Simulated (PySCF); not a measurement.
Job file and geometry (Å, from GFN2-xTB) of an NMR shielding run on SMILES FB(F)C#CC1=CC[SiH2]1, C5H5BF2Si, PySCF 2.14.0, density-fitted response routines, GIAO PBE0/pcSseg-1 NMR shielding, non-relativistic, gas phase; density fitting, a coarse starting grid and PySCF grid level 2 are the driver's defaults:

```
$ OMP_NUM_THREADS=1 python probes_run.py task.json out

{"job": {"kind": "nmr", "xc": "PBE0", "basis": "pcSseg-1"}, "charge": 0, "multiplicity": 1}
F      4.530510     0.023249    -1.061278
B      3.786964    -0.488382    -0.092784
F      4.470275    -1.185661     0.800588
C      2.301510    -0.291705    -0.016388
C      1.101035    -0.119469     0.073217
C     -0.274335     0.052132     0.092631
C     -1.098881     0.394880     1.101023
C     -2.477212     0.416802     0.506632
Si    -1.688528    -0.070763    -1.186906
H     -0.848530     0.626921     2.125069
H     -3.151050    -0.300283     0.975464
H     -2.954308     1.394307     0.576978
H     -1.990967    -1.407148    -1.690771
H     -1.707161     0.954647    -2.225642
```

Task: Write the output of this run.

Result: 
```
coarse grid: 13416 points
cycle   1  E = -706.8209255415  dE =  1.302e+00  |g| = 6.957e-01  |ddm| = 4.462e+00
cycle   2  E = -706.7772009316  dE =  4.372e-02  |g| = 9.081e-01  |ddm| = 1.071e+00
cycle   3  E = -706.9117845139  dE = -1.346e-01  |g| = 6.542e-02  |ddm| = 5.463e-01
cycle   4  E = -706.9125386560  dE = -7.541e-04  |g| = 2.890e-02  |ddm| = 9.914e-02
cycle   5  E = -706.9127209697  dE = -1.823e-04  |g| = 1.233e-02  |ddm| = 4.216e-02
cycle   6  E = -706.9127561845  dE = -3.521e-05  |g| = 3.659e-03  |ddm| = 1.278e-02
cycle   7  E = -706.9127592022  dE = -3.018e-06  |g| = 1.083e-03  |ddm| = 3.878e-03
final grid: 129248 points
cycle   8  E = -706.9741113732  dE = -5.213e-05  |g| = 5.966e-03  |ddm| = 7.567e-02
cycle   9  E = -706.9741087410  dE =  2.632e-06  |g| = 6.773e-03  |ddm| = 1.341e-02
cycle  10  E = -706.9741199944  dE = -1.125e-05  |g| = 5.901e-04  |ddm| = 7.346e-03
cycle  11  E = -706.9741200617  dE = -6.734e-08  |g| = 2.740e-04  |ddm| = 9.931e-04
cycle  12  E = -706.9741200775  dE = -1.578e-08  |g| = 1.398e-04  |ddm| = 4.043e-04
cycle  13  E = -706.9741200821  dE = -4.562e-09  |g| = 3.802e-05  |ddm| = 1.427e-04
cycle  14  E = -706.9741200824  dE = -3.220e-10  |g| = 1.333e-05  |ddm| = 4.090e-05
converged SCF energy = -706.9741200824

GIAO shielding tensors (ppm)
atom      isotropic    diamagn.    paramagn.     s11        s22        s33       span
  0 F      244.463     467.021    -222.558     71.047    295.650    366.692    295.644
  1 B       83.405     195.922    -112.517     72.727     86.640     90.848     18.120
  2 F      244.863     466.544    -221.681     71.932    296.276    366.379    294.447
  3 C       92.516     264.321    -171.805     31.573     41.569    204.406    172.833
  4 C       78.311     245.214    -166.903    -28.577     -9.428    272.939    301.516
  5 C       54.138     265.850    -211.712    -39.236     54.330    147.321    186.557
  6 C       13.084     254.538    -241.454   -109.212      6.223    142.243    251.455
  7 C      166.856     256.040     -89.184    147.752    167.668    185.148     37.396
  8 Si     380.230     879.980    -499.751    349.036    363.554    428.099     79.063
  9 H       24.162      33.097      -8.936     22.457     23.547     26.481      4.024
 10 H       29.664      29.483       0.181     26.327     27.222     35.442      9.115
 11 H       29.683      29.476       0.207     26.379     27.228     35.443      9.065
 12 H       26.600      28.584      -1.984     24.154     24.649     30.997      6.842
 13 H       26.586      28.603      -2.016     24.185     24.628     30.946      6.761
```

Size and cost of the density-fitted run: 185 basis functions, 48 s wall time on 1 thread of an Arm Neoverse N1, shared host; peak memory 0.81 GiB.
